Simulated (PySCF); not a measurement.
## How methods differ on the ionisation energy of Fe¹⁵⁺

Fe¹⁵⁺ [Ne] 3s1 (2S) → Fe¹⁶⁺ [Ne] (1S), as a difference of total energies. Calculation: PySCF 2.14, in an uncontracted even-tempered set (17 s from 1.1 bohr⁻², ratio 2.5; 11 p from 1.4 bohr⁻², ratio 2.5; 5 d from 5.7 bohr⁻², ratio 2.7; 4 f from 8.5 bohr⁻², ratio 2.7); no relativity, point nucleus. Correlated levels: outer shells: 1s2 frozen; virtual orbitals above 40 to 60 times the deepest correlated orbital energy dropped. The calculations carry no spin-orbit coupling.

```tsv
method	ionisation energy (eV)
UHF	484.92
LDA	486.66
PBE	487.35
PBE0	486.84
r2SCAN	485.05
M06	485.19
B97-3	486.17
MP2 (outer shells)	485.50
SCS-MP2 (outer shells)	485.40
```

Question: How much does correlation contribute at MP2 (outer shells)?

Answer: 485.50 − (484.92) = 0.58 eV, measured against UHF.

These non-relativistic numbers lack the scalar-relativistic shift.

For comparison: 489.31 eV (semi-empirical (NIST evaluation); NIST Atomic Spectra Database, ionization energies).
